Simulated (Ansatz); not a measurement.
Geometry optimisation, Ansatz, RKS B3LYP-D4/def2-SVP.

The input (input.yaml):

```yaml
crystal:
  periodic: [false, false, false]
  atoms:
    - { symbol: Si, position_ang: [-0.798295, 0.905038, -0.84742] }
    - { symbol: F, position_ang: [-0.037725, -1.963248, -0.552602] }
    - { symbol: H, position_ang: [-1.250256, 2.303445, -1.12165] }
    - { symbol: H, position_ang: [0.16396, 0.480755, -1.889421] }
    - { symbol: H, position_ang: [-1.997439, 0.032497, -0.771265] }
    - { symbol: H, position_ang: [1.731321, -0.458065, 1.376582] }
    - { symbol: O, position_ang: [0.084439, 0.903347, 0.646724] }
    - { symbol: H, position_ang: [0.581861, -2.023454, 0.116761] }
    - { symbol: F, position_ang: [1.9701, -1.305965, 1.620739] }
    - { symbol: H, position_ang: [-0.448067, 1.12585, 1.421453] }
basis:
  gaussian: { orbitals: def2-SVP }
hamiltonian:
  xc: b3lyp
  dispersion: d4
relax:
  f_tol: 0.03
  max_steps: 50
```

Command:

```bash
$ ansatz run input.yaml --threads 2 --pin off --max-ram 3072MiB --backend cpu --events-out ev --progress --plain --runs-dir out
```

Task: Where does it end, and by what steps?

Result: It converged. After 10 steps the energy has fallen by 0.486 eV; H6 moved furthest, 0.65 Å.

| step | energy less start (eV) | largest force component (eV/Å) | accepted |
| --- | --- | --- | --- |
| 0 | 0.0000 | 1.233 | yes |
| 1 | -0.2247 | 0.376 | yes |
| 2 | -0.3738 | 0.329 | yes |
| 3 | -0.3767 | 2.194 | yes |
| 4 | -0.4755 | 0.310 | yes |
| 5 | -0.4786 | 0.295 | yes |
| 6 | -0.4803 | 0.131 | yes |
| 7 | -0.4802 | 0.294 | no |
| 8 | -0.4852 | 0.039 | yes |
| 9 | -0.4856 | 0.049 | yes |
| 10 | -0.4861 | 0.024 | yes |

```xyz
10
Properties=species:S:1:pos:R:3
Si -0.698 0.790 -0.757
F 0.028 -2.006 -0.460
H -1.102 2.214 -0.962
H 0.290 0.390 -1.779
H -1.919 -0.050 -0.740
H 1.147 -0.331 1.118
O 0.121 0.756 0.747
H 0.730 -1.881 0.165
F 1.683 -1.133 1.198
H -0.280 1.253 1.471
```

Whether the end is a true minimum wasn't checked by a vibrational analysis.

The run took 16 s on 2 threads of Arm Neoverse V2, with other jobs on the host, peak memory 0.17 GiB.
